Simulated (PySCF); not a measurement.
## Electron affinity of Au by level of theory

Au⁻ [Xe] 4f14 5d10 6s2 (1S) → Au [Xe] 4f14 5d10 6s1 (2S), as a difference of total energies. Calculation: PySCF 2.14, in x2c-TZVPPall with one added diffuse shell each of s, p, d, f type (12s8p8d4f1g, 113 functions); the spin-free X2C one-electron Hamiltonian (Gaussian nucleus). Correlated levels: valence and next inner shell: [Kr] 4d10 4f14 frozen. The calculations carry no spin-orbit coupling.

Order these methods by the electron affinity they give, lowest first.
A. UHF
B. CCSD (valence and next inner shell)
C. SCS-MP2 (valence and next inner shell)
D. MP2 (valence and next inner shell)

A (0.632 eV), B (2.042 eV), C (2.165 eV), D (2.240 eV).

Errors of the correlated levels include the incompleteness of this basis and the frozen core.

The coupled-cluster amplitudes are large for Au⁻ (T1 above 0.03 or a double amplitude above 0.15), so a single reference is strained.

For comparison: 2.309 eV (measured; photodetachment measurements, as compiled on the Wikipedia data page of electron affinities).
